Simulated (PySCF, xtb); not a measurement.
C4H9FSi, SMILES C/C=C(\F)[SiH2]C.

GFN2-xTB (xtb) at its own geometry gives an orbital gap of 4.48 eV and a dipole moment of 1.72 D.

The structure is a stationary point at ωB97X-D3(BJ)/def2-SVP. The structure was generated by enumeration; whether it is a known compound was not checked. Other conformers were not sampled.

**Question.** What does PySCF with PBE/def2-TZVP give? (Estimate from the structure and the level; the computed values follow.)

**Answer.** gap 5.02 eV (levels -6.00 and -0.98 eV), dipole 1.08 D.
